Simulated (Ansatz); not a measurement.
Geometry optimisation, DFT PBE, scalar-relativistic, plane waves, PAW in Ansatz 0.2.0.

The input (input.yaml):

```yaml
crystal:
  lattice:
    - [5.9, 0.0, 0.0]
    - [2.95, 5.10955, 0.0]
    - [0.0, 0.0, 17.6846]
  atoms:
    - { symbol: Ti, position: [0.0, 0.0, 0.0565464] }
    - { symbol: Ti, position: [0.5, 0.0, 0.0565464] }
    - { symbol: Ti, position: [0.0, 0.5, 0.0565464] }
    - { symbol: Ti, position: [0.5, 0.5, 0.0565464] }
    - { symbol: Ti, position: [-0.1666667, 0.3333333, 0.1889949] }
    - { symbol: Ti, position: [0.3333333, 0.3333333, 0.1889949] }
    - { symbol: Ti, position: [-0.1666667, 0.8333333, 0.1889949] }
    - { symbol: Ti, position: [0.3333333, 0.8333333, 0.1889949] }
    - { symbol: Ti, position: [0.0, 0.0, 0.3214435] }
    - { symbol: Ti, position: [0.5, 0.0, 0.3214435] }
    - { symbol: Ti, position: [0.0, 0.5, 0.3214435] }
    - { symbol: Ti, position: [0.5, 0.5, 0.3214435] }
    - { symbol: C, position: [0.803819, 0.8651038, 0.4260543] }
    - { symbol: H, position: [0.7586246, 1.0351367, 0.4599821] }
    - { symbol: H, position: [0.8490134, 0.695071, 0.4599821] }
basis:
  ecutwfc: 420.0
kpoints:
  mp_grid: { grid: [4, 4, 1] }
hamiltonian:
  xc: pbe
scf:
  occupations: { method: gaussian, width: 0.05 }
  lower_state_search: "off"
relax:
  f_tol: 0.03
  max_steps: 60
  adjacent_minimum: "off"
  constraints: [{ sites: [0, 1, 2, 3] }]
```

Command:

```bash
$ ansatz run input.yaml --threads 4 --pin off --max-ram 10240MiB --backend cpu --events-out ev --progress --plain --runs-dir out
```

Where does it end, and by what steps?

It converged. The force dipped under the threshold on the way, but the program's further checks kept it going. Limits of this set-up: coarse k mesh, thin slab, slab without dipole correction. After 16 steps the energy has fallen by 1.406 eV; H14 moved furthest, 1.46 Å. Joined: Ti9–H14 (2.79 → 2.19 Å), Ti11–H15 (2.66 → 2.20 Å), Ti12–C13 (3.74 → 2.77 Å).

| step | energy less start (eV) | largest force component (eV/Å) | accepted |
| --- | --- | --- | --- |
| 0 | 0.0000 | 3.387 | yes |
| 1 | -0.8276 | 1.704 | yes |
| 2 | -1.1138 | 0.983 | yes |
| 3 | -1.2943 | 0.206 | yes |
| 4 | -1.3331 | 0.085 | yes |
| 5 | -1.3431 | 0.066 | yes |
| 6 | -1.3501 | 0.048 | yes |
| 7 | -1.3583 | 0.080 | yes |
| 8 | -1.3599 | 0.172 | yes |
| 9 | -1.3677 | 0.122 | yes |
| 10 | -1.3765 | 0.134 | yes |
| 11 | -1.3897 | 0.355 | yes |
| 12 | -1.3947 | 0.321 | yes |
| 13 | -1.4027 | 0.084 | yes |
| 14 | -1.4048 | 0.047 | yes |
| 15 | -1.4054 | 0.024 | yes |
| 16 | -1.4057 | 0.010 | yes |

```xyz
15
Lattice="5.9000 0.0000 0.0000 2.9500 5.1095 0.0000 0.0000 0.0000 17.6846" Properties=species:S:1:pos:R:3
Ti 0.000 0.000 1.000
Ti 2.950 0.000 1.000
Ti 1.475 2.555 1.000
Ti 4.425 2.555 1.000
Ti -0.027 1.718 3.175
Ti 2.954 1.681 3.217
Ti 1.489 4.250 3.152
Ti 4.448 4.265 3.216
Ti -0.023 0.026 5.423
Ti 3.040 -0.052 5.467
Ti 1.439 2.561 5.423
Ti 4.373 2.585 5.500
C 8.181 3.794 6.856
H 8.640 4.561 7.525
H 7.744 3.024 7.535
```

Time of the run: 2 min on 4 threads of Intel(R) Xeon(R) Platinum 8259CL CPU @ 2.50GHz (Skylake/Cascade Lake) (shared host), peak memory 1.4 GiB.
